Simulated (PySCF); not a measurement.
H4FNO2Si (SMILES N[Si](O)(O)F), singlet, geometry from GFN2-xTB. Base run: PySCF with PBE0/6-31G.

PySCF was given this input:
```python
from pyscf import gto, scf, dft, solvent

mol = gto.M(
    atom='''
N    -1.625795   -0.392236    0.323894
Si    0.006783   -0.015846   -0.026678
O     0.151600    1.191189   -1.093950
O     0.875614   -1.266958   -0.558058
F     0.621242    0.481001    1.379920
H    -1.801612   -0.959299    1.136504
H    -2.214642   -0.693528   -0.434251
H    -0.266574    2.027083   -0.909866
H     1.759543   -1.129614   -0.889373
''',
    basis='6-31g',
    charge=0,
    spin=0,
    verbose=4,
)

mf = dft.RKS(mol)
mf.xc = 'pbe0'
mf.kernel()
```

Base: dipole (D) 1.49; HOMO-LUMO gap (eV) 8.84.

A changed run: ΔE vs base (kJ/mol) -32.1; dipole (D) 1.66; HOMO-LUMO gap (eV) 8.92.

**Question.** What was changed between the two runs?
A) model = IEF-PCM; solvent = chloroform
B) model = C-PCM; solvent = acetonitrile
C) model = SS(V)PE; solvent = acetonitrile
D) model = IEF-PCM; solvent = acetonitrile; vdw_scale = 1.4
E) model = IEF-PCM; solvent = dichloromethane

**Answer.** D, model = IEF-PCM; solvent = acetonitrile; vdw_scale = 1.4

The base is the gas phase, so ΔE is the electrostatic part of solvation at a fixed geometry, without cavity and dispersion terms.
